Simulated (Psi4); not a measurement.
Cl$_{5}$W (SMILES [Cl][W]([Cl])([Cl])([Cl])[Cl]), doublet, geometry from GFN2-xTB (such geometries of metal compounds can be far from the true shape) (core potentials on W); CAM-B3LYP/def2-SVP (Psi4).

The Psi4 input:
```
memory 2 GB

molecule mol {
0 2
  W    -0.000000    0.000000   -0.000000
  Cl    1.845527   -0.408177   -1.167973
  Cl    0.962335   -0.981487    1.863601
  Cl   -0.962335    0.981487   -1.863601
  Cl   -1.635958   -1.502506    0.053472
  Cl   -0.209570    1.910682    1.114501
}

set basis def2-svp
set reference uks

energy('cam-b3lyp')
print_variables()
```

Question: What does Psi4 print? Leave out banner, timings and long lists.

Answer: 
```
   => Loading Basis Set <=

    Name: DEF2-SVP
    Role: ORBITAL
    Keyword: BASIS

    !!!  WARNING: ECP capability is in beta. Please check occupations closely.  !!!

         ---------------------------------------------------------
                                   SCF
               by Justin Turney, Rob Parrish, Andy Simmonett
                          and Daniel G. A. Smith
                              UKS Reference
         ---------------------------------------------------------

  ==> Geometry <==

    Molecular point group: c1
    Full point group: C1

    Geometry (in Angstrom), charge = 0, multiplicity = 2:

       Center              X                  Y                   Z               Mass
    ------------   -----------------  -----------------  -----------------  -----------------
         W            0.000000097462     0.000000097462     0.000000000000   183.950930920000
         CL           1.845527097462    -0.408176902538    -1.167973000000    34.968852682000
         CL           0.962335097462    -0.981486902538     1.863601000000    34.968852682000
         CL          -0.962334902538     0.981487097462    -1.863601000000    34.968852682000
         CL          -1.635957902538    -1.502505902538     0.053472000000    34.968852682000
         CL          -0.209569902538     1.910682097462     1.114501000000    34.968852682000

  Running in c1 symmetry.

  Rotational constants: A =      0.03255  B =      0.02659  C =      0.02659 [cm^-1]
  Rotational constants: A =    975.83037  B =    797.14905  C =    797.14894 [MHz]
  Nuclear repulsion =  716.987207116823811

  Charge       = 0
  Multiplicity = 2
  Electrons    = 99
  Nalpha       = 50
  Nbeta        = 49

  ==> Algorithm <==

  SCF Algorithm Type is DF.
  DIIS enabled.
  MOM disabled.
  Fractional occupation disabled.
  Guess Type is SAD.
  Energy threshold   = 1.00e-06
  Density threshold  = 1.00e-06
  Integral threshold = 1.00e-12

  ==> Primary Basis <==

  Basis Set: DEF2-SVP
    Blend: DEF2-SVP
    Number of shells: 52
    Number of basis functions: 122
    Number of Cartesian functions: 132
    Spherical Harmonics?: true
    Max angular momentum: 3

  Core potential: DEF2-SVP
    Number of shells: 4
    Number of ECP primitives: 10
    Number of ECP core electrons: 60
    Max angular momentum: 3

  ==> DFT Potential <==

   => LibXC <=

    Version 7.1.2
    S. Lehtola, C. Steigemann, M. J. T. Oliveira, and M. A. L. Marques,  SoftwareX 7, 1–5 (2018) (10.1016/j.softx.2017.11.002)

   => Composite Functional: CAM-B3LYP <=

    CAM-B3LYP Hyb-GGA Exchange-Correlation Functional

    T. Yanai, D. P. Tew, and N. C. Handy,  Chem. Phys. Lett. 393, 51 (2004) (10.1016/j.cplett.2004.06.011)

    Deriv               =              1
    GGA                 =           TRUE
    Meta                =          FALSE

    Exchange Hybrid     =           TRUE
    MP2 Hybrid          =          FALSE

   => Exchange Functionals <=

    0.3500         Becke 88 [omega = 0.3300]
    0.4600   Short-range recipe for B88 functional - erf [omega = 0.3300]

   => Exact (HF) Exchange <=

    0.4600            HF,LR [omega = 0.3300]
    0.1900               HF

   => Correlation Functionals <=

    0.1900   Vosko, Wilk & Nusair (VWN5)
    0.8100   Lee, Yang & Parr

   => LibXC Density Thresholds  <==

    XC_HYB_GGA_XC_CAM_B3LYP:  1.00E-14

   => Molecular Quadrature <=

    Radial Scheme          =       TREUTLER
    Pruning Scheme         =           NONE
    Nuclear Scheme         =       TREUTLER

    Blocking Scheme        =         OCTREE
    BS radius alpha        =              1
    Pruning alpha          =              1
    Radial Points          =             75
    Spherical Points       =            302
    Total Points           =         128587
    Total Blocks           =           1100
    Max Points             =            256
    Max Functions          =            108
    Weights Tolerance      =       1.00E-15

   => Loading Basis Set <=

[...]
   -------------------------
    Total     122     122
   -------------------------

  ==> Iterations <==

                           Total Energy        Delta E     RMS |[F,P]|

   @DF-UKS iter SAD: -2367.14128710306386   -2.36714e+03   0.00000e+00
   @DF-UKS iter   1: -2367.16700142076115   -2.57143e-02   6.77838e-03 DIIS/ADIIS
   @DF-UKS iter   2: -2364.45450653631315    2.71249e+00   2.10751e-02 DIIS/ADIIS
   @DF-UKS iter   3: -2367.54788365224385   -3.09338e+00   1.78815e-03 DIIS/ADIIS
   @DF-UKS iter   4: -2367.57077763011739   -2.28940e-02   4.56230e-04 DIIS/ADIIS
   @DF-UKS iter   5: -2367.57324638665978   -2.46876e-03   1.64244e-04 DIIS/ADIIS
   @DF-UKS iter   6: -2367.57424607816756   -9.99692e-04   8.34707e-05 DIIS
   @DF-UKS iter   7: -2367.57496647417884   -7.20396e-04   5.99807e-05 DIIS
   @DF-UKS iter   8: -2367.57537411605244   -4.07642e-04   4.25181e-05 DIIS
   @DF-UKS iter   9: -2367.57572707822692   -3.52962e-04   2.30387e-05 DIIS
   @DF-UKS iter  10: -2367.57580923682872   -8.21586e-05   1.02476e-05 DIIS
   @DF-UKS iter  11: -2367.57581855897661   -9.32215e-06   4.52708e-06 DIIS
   @DF-UKS iter  12: -2367.57581934578002   -7.86803e-07   2.27770e-06 DIIS
   @DF-UKS iter  13: -2367.57581958742458   -2.41645e-07   7.55347e-07 DIIS
  Energy and wave function converged.

  ==> Post-Iterations <==

   Electrons on quadrature grid:
      Nalpha   =   49.9999962788 ; deviation = -3.721e-06
      Nbeta    =   48.9999950430 ; deviation = -4.957e-06
      Ntotal   =   98.9999913218 ; deviation = -8.678e-06

   @Spin Contamination Metric:   4.438252452E-03
   @S^2 Expected:                7.500000000E-01
   @S^2 Observed:                7.544382525E-01
   @S   Expected:                5.000000000E-01
   @S   Observed:                5.000000000E-01

    Orbital Energies [Eh]
    ---------------------

    Alpha Occupied:

[...]
    Alpha Virtual:

[...]
    Beta Occupied:

[...]
      49A     -0.372420

    Beta Virtual:

[...]
     122A    574.359989

    Final Occupation by Irrep:
              A
    DOCC [    49 ]
    SOCC [     1 ]
    NA   [    50 ]
    NB   [    49 ]

  @DF-UKS Final Energy: -2367.57581958742458

   => Energetics <=

    Nuclear Repulsion Energy =            716.9872071168238108
    One-Electron Energy =               -4718.9094615930907821
    Two-Electron Energy =                1747.8587385055711820
    DFT Exchange-Correlation Energy =    -113.5123036167286443
    Empirical Dispersion Energy =           0.0000000000000000
    VV10 Nonlocal Energy =                  0.0000000000000000
    Total Energy =                      -2367.5758195874245757

  UHF NO Occupations:
  HONO-2 :   48  A 1.9994984
  HONO-1 :   49  A 1.9994004
  HONO-0 :   50  A 1.0000000
  LUNO+0 :   51  A 0.0005996
  LUNO+1 :   52  A 0.0005016
  LUNO+2 :   53  A 0.0003587
  LUNO+3 :   54  A 0.0003144

Computation Completed

Properties will be evaluated at   0.000000,   0.000000,   0.000000 [a0]

Properties computed using the SCF density matrix

 Multipole Moments:

 ------------------------------------------------------------------------------------
     Multipole            Electronic (a.u.)      Nuclear  (a.u.)        Total (a.u.)
 ------------------------------------------------------------------------------------

 L = 1.  Multiply by 2.5417464519 to convert [e a0] to [Debye]
 Dipole X            :          0.1131074           -0.0000139            0.1130935
 Dipole Y            :         -0.0513399           -0.0000139           -0.0513538
 Dipole Z            :         -0.0854556            0.0000000           -0.0854556
 Magnitude           :                                                    0.1507647

 ------------------------------------------------------------------------------------

  Variable Map:
  ----------------------------------------------------------------------------
[...]
  Array Variable Map:
  ----------------------------------------------------------------------------
[...]
[...]
```
